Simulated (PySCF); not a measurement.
Al(AsH2)(H)2 (AlAsH4), SMILES [AsH2][AlH2].

Geometry optimised at PBE0-D3(BJ)/def2-TZVP.

These are B3LYP/def2-TZVPD (PySCF) values and carry that method's errors.

Symmetry labels are those of the subgroup Cs that the program uses (full group Cs).

### Question
List the valence orbital energies around the gap with their symmetry. (An estimate is asked for; the answer gives what the named calculation found.)

### Answer

| orbital | symmetry | energy (eV) |
|---|---|---|
| HOMO−7 | A' | -44.17 |
| HOMO−6 | A' | -44.15 |
| HOMO−5 | A' | -17.04 |
| HOMO−4 | A' | -11.22 |
| HOMO−3 | A" | -10.21 |
| HOMO−2 | A' | -8.54 |
| HOMO−1 | A" | -8.42 |
| HOMO | A' | -6.97 |
| LUMO | A' | -1.92 |
| LUMO+1 | A' | -0.41 |
| LUMO+2 | A" | -0.14 |
| LUMO+3 | A' | 0.00 |
